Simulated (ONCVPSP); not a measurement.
How hard is this Hf (Z = 72) ONCV potential?

```
Element                 : Hf (Z = 72)
Generator               : ONCVPSP 4.0.1
Type                    : optimised norm-conserving Vanderbilt (ONCV)
Functional              : PBE
Relativity              : fully relativistic
Frozen core             : [Kr] 4d10 4f14
Valence charge          : 12
Reference configuration : 5s2 5p6 5d2 6s2
Partial waves           : 5s+6s: rc 1.95 bohr, ncon 4, nbas 7, qcut 7.7 1/bohr, 2 projectors; 5p: rc 1.75 bohr, ncon 3, nbas 8, qcut 9.4 1/bohr, 2 projectors, debl 2.8 Ha; 5d: rc 1.90 bohr, ncon 3, nbas 7, qcut 5.5 1/bohr, 1 projector
Local potential         : polynomial inside 1.40 bohr (lpopt 4, dvloc0 3 Ha)
Core correction         : Teter function, fcfact 2, rcfact 1.5
```

Open shells are filled in proportion to 2j + 1.

For each optimised wave give the share of its norm inside rc, the residual kinetic energy above qcut (Ha) and the cutoffs (Ha) for errors of 10, 1, 0.1 and 0.01 mHa per electron.

| wave | norm inside rc | residual KE | 10 mHa | 1 mHa | 0.1 mHa | 0.01 mHa |
| --- | --- | --- | --- | --- | --- | --- |
| 5s | 0.969 | 9.1e-08 | 12.8 | 17.4 | 21.1 | 24.0 |
| 6s | 0.076 | 6.1e-08 | 9.6 | 15.9 | 20.3 | 23.8 |
| 5p j=3/2 | 0.805 | 1.4e-08 | 18.0 | 25.1 | 30.5 | 34.8 |
| p projector 2 j=3/2 | 0.081 | 1.3e-08 | 15.8 | 24.4 | 30.3 | 35.0 |
| 5p j=1/2 | 0.868 | 1.6e-08 | 16.4 | 24.7 | 30.3 | 34.8 |
| p projector 2 j=1/2 | 0.091 | 1.8e-08 | 9.7 | 24.0 | 30.3 | 35.2 |
| 5d j=5/2 | 0.355 | 2.5e-05 | 8.3 | 11.3 | 13.8 | 19.9 |
| 5d j=3/2 | 0.392 | 4.4e-05 | 8.7 | 11.8 | 14.3 | 29.4 |

The occupied waves need 25 Ha and 30 Ha for 1 and 0.1 mHa. 1 of 4 tests not solved or not reliable.
